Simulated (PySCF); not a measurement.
Al(H)2(Et) (C2H7Al), SMILES C[CH2][AlH2]. Heavy atoms are numbered as in [AlH2:1][CH2:4][CH3:5]. Hydrogens are named by the atom that carries them.

Geometry optimised at B3LYP-D3(BJ)/def2-SVP.

These are PySCF with KT2/pcSseg-1 values and carry that method's errors.

GIAO shieldings, no solvent; atoms alike by connectivity are averaged. δ = σ(ref) − σ: ¹H against TMS (σ = 31.47 ppm); ¹³C against TMS (σ = 185.1 ppm), references at their B3LYP-D3(BJ)/def2-TZVP geometries, non-relativistic.

```json
[
 {"nucleus": "¹H", "atoms": "H on Al1", "count": "2", "δ (ppm)": "5.98"},
 {"nucleus": "¹H", "atoms": "H on C5", "count": "3", "δ (ppm)": "1.61"},
 {"nucleus": "¹H", "atoms": "H on C4", "count": "2", "δ (ppm)": "0.89"},
 {"nucleus": "¹³C", "atoms": "C4 (CH2)", "count": "1", "δ (ppm)": "15.4"},
 {"nucleus": "¹³C", "atoms": "C5 (CH3)", "count": "1", "δ (ppm)": "14.3"}
]
```
